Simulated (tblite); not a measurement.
Species: C3H7NSSi (charge +1 and doublet state).
SMILES with atom numbers: `[H]/[N:1]=[CH:2]\[CH:3]=[CH:4]/[S+:5][SiH3:6]` (hydrogens: H7 on N1; H8 on C2; H9 on C3; H10 on C4; H11, H12, H13 on Si6)

A start from a force field or distance geometry was refined with tblite 0.8.0, GFN2-xTB geometry optimisation, gas phase. Values at the start:

| coordinate | start |
| --- | --- |
| N1=C2 | 1.302 Å |
| N1–H7 | 1.030 Å |
| C2–C3 | 1.448 Å |
| C2–H8 | 1.101 Å |
| C3=C4 | 1.335 Å |
| C3–H9 | 1.070 Å |
| C4–S5 | 1.810 Å |
| C4–H10 | 1.063 Å |
| S5–Si6 | 2.158 Å |
| Si6–H11 | 1.463 Å |
| N1–C2–C3 | 116.4° |
| C2–C3–C4 | 118.7° |
| C3–C4–S5 | 118.5° |
| C4–S5–Si6 | 108.7° |
| N1–C2–C3–C4 | 180° |
| C2–C3–C4–S5 | 1° |
| C3–C4–S5–Si6 | 104° |

Task: How do these coordinates change at the GFN2-xTB level?

Result: 
```
  coordinate  GFN2-xTB (Å or °)  change
      S5–Si6              2.273  +0.115
       C4–S5              1.718  -0.092
       N1=C2              1.243  -0.059
      C4–H10              1.082  +0.019
       N1–H7              1.012  -0.018
       C3=C4              1.349  +0.014
       C3–H9              1.081  +0.011
     Si6–H11              1.457  -0.006
       C2–H8              1.095  -0.006
       C2–C3              1.450  +0.002
    N1–C2–C3              128.7   +12.3
    C3–C4–S5              124.8    +6.3
   C4–S5–Si6              103.2    -5.5
    C2–C3–C4              121.7    +3.0
C3–C4–S5–Si6                157     +53
 N1–C2–C3–C4                174      -6
 C2–C3–C4–S5                 -5      -6
```

The energy falls by 0.738 eV over 118 L-BFGS steps, the largest force on an atom goes from 4.32 to 0.009 eV/Å, and the atoms move by 0.704 Å rms after alignment. The bond that changes most is S5–Si6 (ends: sulfur bonded to C and Si; silicon bonded to S and 3 H), which lengthens by 0.115 Å. Bonds longer at the end by more than 0.005 Å: 4 of 12; shorter: 7. Among the dihedrals that turn most is C3–C4–S5–Si6, from 104° to 157°. Rotational constants go from 4837, 1114, 1036 to 9167, 882.0, 832.5 MHz.

The run took 0.63 s wall on an Arm Neoverse V2 with one thread, shared host with 96 logical CPUs at a one-minute load of 48.

Its GFN2-xTB frequencies are all real (lowest 34 cm⁻¹). 3 starts were optimised and ended at 0.00, 0.20 and 0.26 kcal/mol (GFN2-xTB); the lowest of these is shown.

One conformer stands for the species.

All values are computed, not measured.
